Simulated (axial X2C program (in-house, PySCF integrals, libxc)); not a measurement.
## HSeH: properties at the nuclei

Calculated with an axial X2C code built on PySCF integrals: two-component X2C with atomic mean-field Coulomb and Gaunt terms, Gaussian nuclei, basis H dyall-v3z, Se dyall-v3z with contracted cores.

H–Se–H held linear, with bonds 1.423 and 1.423 Å (near the PBE0 minimum at charge 0 of the determinant lowest at the starting distance; the state shown can have its own minimum elsewhere, held linear; other orders of the atoms were not compared).

Determinant lowest in the PBE0 search, Ω = 0 (closed shell), highest spinor 89% Se p, 9% H p:

```
level  qzz H (a.u.)  qzz Se (a.u.)
 PBE0          0.23           6.43
   HF          0.23           5.52
  LDA          0.22           6.73
```

Determinant 1.15 eV from it at PBE0 and this distance, Ω = 2 (⟨Sz⟩ = 1.00, ⟨Lz⟩ = 1.00 at PBE0), spin on the atoms H 0.25, Se 0.50, H 0.25:

```csv
level,A∥/gI H (MHz),qzz H (a.u.),A∥/gI Se (MHz),qzz Se (a.u.)
PBE0,36.1,0.23,1070,1.79
HF,39.6,0.23,989,2.05
LDA,33.4,0.22,1130,1.55
```

A∥ (defined per Ω) follows by multiplying with gI = μI/(I μN); qzz is the electric field gradient, eQq0 = 234.96 MHz × Q/barn × qzz. The operators were transformed with the bare-nucleus X2C matrices; with these basis sets, hyperfine constants and field gradients can be off by tens of per cent, and where levels differ in sign neither size nor sign is settled.

The molecule was held linear; bending was not examined, so a bent shape may lie lower. Hydrosulfides and their kin are strongly bent in nature, so this linear model does not describe the real molecule.

Each state is one determinant with collinear spin, which with several unpaired electrons need not be a pure state. Unrestricted Hartree–Fock can overshoot spin polarisation at the nuclei. With several open shells hyperfine constants can be off by a factor of several. Open-shell Ω = 0 determinants with evenly filled partner blocks cannot be reached by this program, so the Ω shown need not be the lowest component. The search compared states at one distance, so a state with another bond length can lie lower. PBE0 term energies can be off by some tenths of an eV.
